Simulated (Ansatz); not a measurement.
The cluster SiTe4⁻. Total charge -1; doublet. Geometry r2SCAN-D4/def2-SVP, that of the neutral singlet; atoms count from 1.

```xyz
5

Si    1.239    1.781    0.011
Te   -1.963   -0.843    0.707
Te    2.065   -0.556    0.149
Te   -1.239    1.744   -0.141
Te   -0.102   -2.127   -0.727
```

In the def2 sets Te takes a core potential; there is no spin–orbit coupling. The structure comes from a short search, and lower isomers may exist.

Estimate the Mulliken populations from the PBE0/def2-TZVPD orbitals of Ansatz.


```tsv
atom	charge (e)	spin (α − β)
Si1	-0.41	0.68
Te2	-0.20	0.15
Te3	-0.10	0.01
Te4	-0.10	0.01
Te5	-0.20	0.15
```
Mulliken values depend strongly on the basis. With diffuse functions, as here, like atoms can get unlike values, and bond orders can come out too low or too high.

Where does the spin sit?

Summed by element: Si 0.68, Te 0.32, of 1 unpaired in all. Largest on single atoms: Si1 0.68, Te5 0.15, Te2 0.15.

And the Mayer bond orders between heavy atoms (over 0.3)?

Si1–Te3 1.13 (2.48 Å); Si1–Te4 1.13 (2.48 Å); Te2–Te4 0.84 (2.82 Å); Te2–Te5 1.03 (2.68 Å); Te3–Te5 0.84 (2.82 Å).
